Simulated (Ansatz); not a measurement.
# A barrier at the coupled-cluster level

Start structure (BH$_{2}$BrF$_{2}$, singlet), relaxed at PBE0-D4/def2-TZVP:

| atom | x (Å) | y (Å) | z (Å) |
| --- | --- | --- | --- |
| B1 | -0.9235 | -0.6896 | -0.0635 |
| H2 | -1.3156 | 0.3279 | -0.5434 |
| F3 | -0.3940 | -1.6307 | -0.8131 |
| F4 | -1.0594 | -0.9271 | 1.2222 |
| H5 | 1.6518 | 2.0836 | -0.1802 |
| Br6 | 2.0406 | 0.8359 | 0.3782 |

The step: BHF₂ ([F][BH][F]) + HBr → BBrF₂ ([F][B]([F])[Br]) + H₂; bonds formed: B1–Br6, H2–H5; bonds broken: B1–H2, H5–Br6. Computed with Ansatz 0.2.0 (basis: def2-TZVPP and def2-QZVPP); correlated methods freeze the cores. Filled d shells of the heavier atoms are correlated. The def2 sets are not built for correlating such inner shells, so the correlated values are less sure here. Extrapolation: Hartree–Fock as exp(−7.88 √X), correlation as X^−2.97. Energies below are by CCSD(T) at an estimated basis limit (MP2 extrapolated from triple and quadruple zeta, plus CCSD(T) − MP2 in triple zeta).

**Question.** What are the electronic barrier and the energy of the step, from the start structure to the end structure? (Judge from chemistry; the value comes from the calculation.)

**Answer.** By the calculation: Barrier 127.0 kJ/mol; step energy -37.3 kJ/mol (downhill); reverse barrier, their difference, 164.3 kJ/mol. Barrier and step energy count from the start structure, the reverse barrier from the end structure.

The saddle point: One imaginary mode of 894i cm⁻¹.
| pair | start (Å) | saddle (Å) | end (Å) |
| --- | --- | --- | --- |
| B1–Br6 | 3.36 | 2.29 | 1.90 |
| H2–H5 | 3.47 | 1.04 | 0.75 |
| B1–H2 | 1.19 | 1.32 | 3.04 |
| H5–Br6 | 1.42 | 1.71 | 3.53 |

Zero-point energy (harmonic, PBE0-D4): ZPE is 65.3 kJ/mol at the start and 66.4 kJ/mol at the saddle, so the barrier goes from 127.0 to 128.1 kJ/mol.

The T1 diagnostic stays at or below 0.011. The start structure is not quite a true minimum (one mode of 50i cm⁻¹).

Labels in which every atom is bracketed show which atoms are joined, not bond orders.

For scale, one of the runs: CCSD(T)/def2-TZVPP, 169 basis functions, launched by `ansatz run in.yaml --threads 4 --pin off --events-out ev --progress --plain --max-ram 9574MiB`. The run took 37 s on 4 CPU threads of an Arm Neoverse V2 (shared host), with 1.6 GiB of host memory at its peak.
